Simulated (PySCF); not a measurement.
## Nb⁺: ionisation energy

Nb⁺ [Kr] 4d4 (5D) → Nb²⁺ [Kr] 4d3 (4F), as a difference of total energies. Calculation: PySCF 2.14, in aug-cc-pwCVDZ-PP with ECP28MDF (6s6p5d3f, 70 functions); scalar relativity through the core potential. Correlated levels: valence: 4s2 4p6 frozen; valence and next inner shell: nothing frozen outside the core potential. The calculations carry no spin-orbit coupling.

| method | ionisation energy (eV) | difference from reference (eV) |
| --- | --- | --- |
| UHF | 13.050 | -1.270 |
| LDA | 14.730 | +0.410 |
| PBE | 14.483 | +0.163 |
| PBE0 | 14.324 | +0.004 |
| M06 | 14.370 | +0.050 |
| BP86 | 14.527 | +0.207 |
| wB97X | 13.844 | -0.476 |
| B97-3 | 14.029 | -0.291 |
| MP2 (valence) | 13.575 | -0.745 |
| SCS-MP2 (valence) | 13.225 | -1.095 |
| MP2 (valence and next inner shell) | 13.967 | -0.353 |
| SCS-MP2 (valence and next inner shell) | 13.617 | -0.703 |

Reference: 14.32 eV (semi-empirical (NIST evaluation); NIST Atomic Spectra Database, ionization energies).

The reference lies between the lowest fine-structure levels, while these numbers refer to the centres of the terms.

Errors of the correlated levels include the incompleteness of this basis and the frozen core.
